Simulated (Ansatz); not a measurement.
Gas-phase electronic energies from Ansatz, PBE0-D4/def2-TZVP geometries. CBS: MP2 limit from def2 TZ/QZ plus the TZ coupled-cluster correction, frozen cores. This one scheme is used for every species. DFT in def2-TZVPP. One conformer a species, not always the lowest.

`[SiH3][SiH2]Cl` + `OBCl` → `[SiH3]OBCl` + `[SiH3]Cl`  (cleavage of the Si–Si bond)

`[SiH3][SiH2]Cl`:

```xyz
8

Si   -0.544    1.021   -0.337
Si    0.442   -1.029    0.201
Cl    1.640   -0.771    1.863
H    -1.415    0.858   -1.532
H     0.515    2.020   -0.634
H    -1.365    1.495    0.808
H    -0.573   -2.061    0.531
H     1.300   -1.534   -0.900
```

`OBCl`:

Cartesian coordinates in Å:
```
O -0.997 -0.102 0.349
B 0.233 -0.316 -0.135
Cl 1.374 1.016 -0.344
H -1.178 0.820 0.560
H 0.569 -1.418 -0.431
```

`[SiH3]OBCl`:

Z-matrix (Å, degrees):
```
Si
O 1 1.668
H 1 1.482 2 109.7
H 1 1.479 2 105.7 3 119.2
H 1 1.482 2 109.7 3 -121.7
B 2 1.335 1 132.7 3 60.9
Cl 6 1.771 2 120.6 1 0.0
H 6 1.191 2 121.3 1 180.0
```

`[SiH3]Cl`:

Cartesian coordinates in Å:
```
Si 0.007 0.103 0.077
Cl -0.111 -1.542 -1.147
H -0.460 1.287 -0.680
H 1.418 0.279 0.492
H -0.854 -0.127 1.259
```

```csv
level,ΔE (kcal/mol)
PBE-QIDH,-18.9
r2SCAN0,-19.0
HF/def2-TZVPP,-25.9
MP2/def2-TZVPP,-22.1
```

Task: What does CCSD(T)/CBS give? (Estimate.)

Result: Ansatz gave: -20.3 kcal/mol. The listed levels differ from it by 1.4, 1.3, -5.6, -1.8 kcal/mol.

Largest T1 diagnostic among the species: 0.012.

In def2-TZVPP, CCSD(T) changes the Hartree–Fock value by +5.6 kcal/mol (the triples alone add +0.7 kcal/mol) and MP2 by +3.8 kcal/mol. At CCSD(T), def2-SVP lies +1.8 kcal/mol from the extrapolated value and def2-TZVPP −0.0 kcal/mol. From BLYP to BHLYP (50 % exact exchange), in def2-TZVPP and without D4, ΔE moves by −4.1 kcal/mol.
